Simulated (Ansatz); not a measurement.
`N[Si](O)(Cl)[SbH2]` → `[NH2][SbH2]` + `O[Si]Cl` at 600 K and 1 bar (silylene formation by 1,1-elimination).

Gas-phase electronic energies from Ansatz, PBE0-D4/def2-TZVP geometries. CCSD(T)/CBS adds triple-zeta CCSD(T) − MP2 to the extrapolated MP2 energy (def2 sets, frozen cores). This one scheme is used for every species. Elements past krypton have def2 core potentials. For Sb outer-core shells are correlated without core-valence functions, which leaves a few kJ/mol of doubt a bond. One conformer a species, not always the lowest.

```json
{"species": "`N[Si](O)(Cl)[SbH2]`", "CCSD(T)/CBS energy (Eh)": "-1121.90109", "H − E (kJ/mol)": "222.2", "S (J/(mol·K))": "504.1"}
{"species": "`[NH2][SbH2]`", "CCSD(T)/CBS energy (Eh)": "-297.10356", "H − E (kJ/mol)": "138.6", "S (J/(mol·K))": "330.5"}
{"species": "`O[Si]Cl`", "CCSD(T)/CBS energy (Eh)": "-824.69782", "H − E (kJ/mol)": "72.4", "S (J/(mol·K))": "323.1"}
```

H − E and S are ideal-gas, rigid-rotor, harmonic terms from PBE0-D4/def2-TZVP, for one conformer and one mirror image of each species. 1 Eh = 2625.50 kJ/mol, R = 8.31446 J/(mol·K).

Problem. By hand: ΔE, ΔH, ΔS and ΔG.

Solution. ΔE = (-297.10356) + (-824.69782) − (-1121.90109) = 0.09971 Eh = 261.8 kJ/mol. Δ(H − E) = 138.6 + 72.4 − 222.2 = -11.2, so ΔH = 250.6 kJ/mol. ΔS = 330.5 + 323.1 − 504.1 = 149.5 J/(mol·K). ΔG = 250.6 − 600 × (149.5)/1000 = 160.9 kJ/mol.

Problem. By hand: the equilibrium constant, and the temperature at which ΔG would vanish if ΔH and ΔS stayed fixed.

Solution. log₁₀ K = −ΔG/(RT ln 10) = -14.0. ΔG = 0 at ΔH/ΔS = 1676 K.

The number of gas molecules changes by +1, which sets the sign of ΔS. A doubt of 5 kJ/mol in ΔE shifts log₁₀ K by 0.4 here. Other conformers and mirror images would add mixing entropy, several J/(mol·K) or more a flexible species. These are equilibria of isolated gas molecules and say nothing of rates. Largest T1 diagnostic: 0.014 (customary marks: 0.02 for closed shells, 0.045 for open ones).
